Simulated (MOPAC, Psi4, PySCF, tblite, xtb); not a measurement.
Dimer CO ··· H3O+ (SMILES [C-]#[O+] and [OH3+]) (charge +1) at R = 3.32 Å between the centres of mass, closest contact 1.71 Å (lowest of the rigid-body minima from ten starts at GFN2-xTB). Geometry in Å and degrees:

```
O
H 1 0.9811
H 1 0.9811 2 113.40
H 1 0.9811 2 113.40 3 -131.22
C 3 1.7086 4 148.22 1 173.04
O 5 1.1249 2 164.96 1 -165.22
```

GFN2-xTB (tblite); SAPT0/jun-cc-pVDZ, frozen core (Psi4); PBE0/def2-TZVP, counterpoise-corrected (Psi4); PBE0-D3(BJ)/def2-TZVP, counterpoise-corrected (Psi4); PBE/def2-TZVP, counterpoise-corrected (Psi4); PBE-D3(BJ)/def2-TZVP, counterpoise-corrected (Psi4); wB97X-V/def2-TZVP, counterpoise-corrected (Psi4); HF/aug-cc-pVTZ, counterpoise-corrected (Psi4); MP2/aug-cc-pVTZ = DF-MP2/aug-cc-pVTZ, frozen core, counterpoise-corrected (Psi4 1.11); SCS-MP2/aug-cc-pVTZ = DF-SCS-MP2/aug-cc-pVTZ, frozen core, counterpoise-corrected (Psi4 1.11); MP2/aug-cc-pVDZ = Psi4 with DF-MP2/aug-cc-pVDZ, frozen core, counterpoise-corrected; CCSD/aug-cc-pVDZ = DF-CCSD/aug-cc-pVDZ, frozen core, counterpoise-corrected run with Psi4 1.11; CCSD(T)/aug-cc-pVDZ = Psi4 with DF-CCSD(T)/aug-cc-pVDZ, frozen core, counterpoise-corrected; PM6, restricted, heats of formation (MOPAC); PM3, restricted, heats of formation (MOPAC); GFN1-xTB (xtb); RKS-B3LYP/6-31G* = restricted B3LYP/6-31G*, spherical d, no counterpoise correction (PySCF 2.14.0); RKS-LDA (SVWN5)/6-31G* = PySCF with restricted LDA (SVWN5)/6-31G*, spherical d, no counterpoise correction; RHF/6-31G* = restricted Hartree-Fock/6-31G*, spherical d, no counterpoise correction in PySCF 2.14.0; RMP2/6-31G* = restricted MP2 (frozen core)/6-31G*, spherical d, no counterpoise correction (PySCF).

**Question.** What interaction energy does each level give?

**Answer.** 
| method | E_int / kJ/mol |
|---|---|
| PM3 | -119.42 |
| RKS-LDA (SVWN5)/6-31G* | -100.96 |
| RKS-B3LYP/6-31G* | -74.65 |
| PBE-D3(BJ)/def2-TZVP | -73.70 |
| GFN2-xTB | -71.32 |
| PBE/def2-TZVP | -70.93 |
| RMP2/6-31G* | -67.21 |
| PBE0-D3(BJ)/def2-TZVP | -66.53 |
| PBE0/def2-TZVP | -64.09 |
| MP2/aug-cc-pVTZ | -63.77 |
| MP2/aug-cc-pVDZ | -61.23 |
| SCS-MP2/aug-cc-pVTZ | -59.18 |
| wB97X-V/def2-TZVP | -59.09 |
| CCSD(T)/aug-cc-pVDZ | -55.24 |
| PM6 | -55.21 |
| CCSD/aug-cc-pVDZ | -51.99 |
| GFN1-xTB | -48.83 |
| SAPT0/jun-cc-pVDZ | -42.49 |
| RHF/6-31G* | -39.12 |
| HF/aug-cc-pVTZ | -33.02 |
